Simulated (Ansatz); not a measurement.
Wavefunction ladder for `[SbH2]` radical

Cartesian coordinates in Å:
```
Sb -0.351 -0.648 0.323
H -0.785 0.484 -0.885
H 1.136 0.164 0.562
```

Total charge 0; spin multiplicity 2. Correlated methods include outer-core shells of Sb, which these sets cover unevenly. Sb: def2 effective core potential. Geometry: relaxed with PBE0-D4/def2-TZVP. Frozen core, unrestricted reference, the Gaussian-basis code of Ansatz.

| basis | HF (Eh) | MP2 corr. | CCSD corr. | (T) | CCSD(T) total |
| --- | --- | --- | --- | --- | --- |
| def2-SVP | -240.39435 | -0.10846 | -0.13135 | -0.00306 | -240.52876 |
| def2-TZVPP | -240.40406 | -0.33788 | -0.34510 | -0.00845 | -240.75761 |
| def2-QZVPP | -240.40585 | -0.57496 | -0.55134 | -0.01306 | -240.97025 |
